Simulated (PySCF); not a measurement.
Magnetisability: `C/C=C\[C@H](CCl)OC`, C6H11ClO

Molfile (atoms numbered from 1):
```
C6H11ClO
     RDKit          3D

 19 18  0  0  0  0  0  0  0  0999 V2000
   -2.6143   -0.2215    0.4035 C   0  0  0  0  0  0  0  0  0  0  0  0
   -1.9204   -0.4626   -0.8960 C   0  0  0  0  0  0  0  0  0  0  0  0
   -0.6177   -0.4076   -1.1234 C   0  0  0  0  0  0  0  0  0  0  0  0
    0.4507   -0.0984   -0.1070 C   0  0  2  0  0  0  0  0  0  0  0  0
    0.5031    1.4249    0.1252 C   0  0  0  0  0  0  0  0  0  0  0  0
    1.0804    1.8511    1.7591 Cl  0  0  0  0  0  0  0  0  0  0  0  0
    1.6573   -0.6021   -0.6327 O   0  0  0  0  0  0  0  0  0  0  0  0
    2.7219   -0.6858    0.2838 C   0  0  0  0  0  0  0  0  0  0  0  0
   -1.9167   -0.0802    1.2233 H   0  0  0  0  0  0  0  0  0  0  0  0
   -3.2670   -1.0627    0.6348 H   0  0  0  0  0  0  0  0  0  0  0  0
   -3.2430    0.6660    0.3264 H   0  0  0  0  0  0  0  0  0  0  0  0
   -2.5797   -0.6978   -1.7215 H   0  0  0  0  0  0  0  0  0  0  0  0
   -0.2185   -0.5983   -2.1078 H   0  0  0  0  0  0  0  0  0  0  0  0
    0.2279   -0.5957    0.8514 H   0  0  0  0  0  0  0  0  0  0  0  0
   -0.4904    1.8594    0.0274 H   0  0  0  0  0  0  0  0  0  0  0  0
    1.1836    1.8827   -0.5925 H   0  0  0  0  0  0  0  0  0  0  0  0
    2.4288   -1.2435    1.1812 H   0  0  0  0  0  0  0  0  0  0  0  0
    3.0844    0.3015    0.5859 H   0  0  0  0  0  0  0  0  0  0  0  0
    3.5199   -1.2200   -0.2288 H   0  0  0  0  0  0  0  0  0  0  0  0
  1  2  1  0
  2  3  2  0
  3  4  1  0
  4  5  1  0
  5  6  1  0
  4  7  1  0
  7  8  1  0
  1  9  1  0
  1 10  1  0
  1 11  1  0
  2 12  1  0
  3 13  1  0
  4 14  1  1
  5 15  1  0
  5 16  1  0
  8 17  1  0
  8 18  1  0
  8 19  1  0
M  END
```

Computed with GIAO B97-2/6-31G* magnetisability, rotational g tensor and spin-rotation constants, non-relativistic, gas phase (PySCF). Geometry: GFN2-xTB.

How diamagnetic is it, and how anisotropic?

Isotropic -1407 × 10⁻³⁰ J/T², or -84.7 × 10⁻⁶ cm³/mol; principal values -1459, -1442, -1319 × 10⁻³⁰ J/T², anisotropy 133 × 10⁻³⁰ J/T² (root of half the summed squared differences of the principal values). The susceptibility is in cgs units.

Split it along the inertial axes a, b, c into diamagnetic and paramagnetic parts about the centre of mass, with the quadrupole moment.


| axis | χ (10⁻⁶ cm³/mol) | diamagnetic (10⁻⁶ cm³/mol) | paramagnetic (10⁻⁶ cm³/mol) | summed x² of all electrons (Å²) | quadrupole Θ (D Å) |
| --- | --- | --- | --- | --- | --- |
| a | -85.0 | -720.3 | 635.3 | 236.6 | +3.88 |
| b | -85.2 | -1151.7 | 1066.5 | 134.9 | -5.39 |
| c | -83.9 | -1576.2 | 1492.3 | 34.9 | +1.51 |

Anisotropies 2χaa − χbb − χcc = -0.8 and 2χbb − χaa − χcc = -1.6 × 10⁻⁶ cm³/mol. Θ is traceless in Buckingham's convention.

And the rotational g tensor?


| axis | rotational constant (GHz) | g | nuclear part | electronic part |
| --- | --- | --- | --- | --- |
| a | 1.9634 | -0.0144 | 0.5716 | -0.5860 |
| b | 1.1639 | -0.0054 | 0.5777 | -0.5831 |
| c | 0.8101 | -0.0058 | 0.5622 | -0.5679 |

Asymmetric top; isotopes 12C, 35Cl, 1H, 16O; no vibrational averaging.
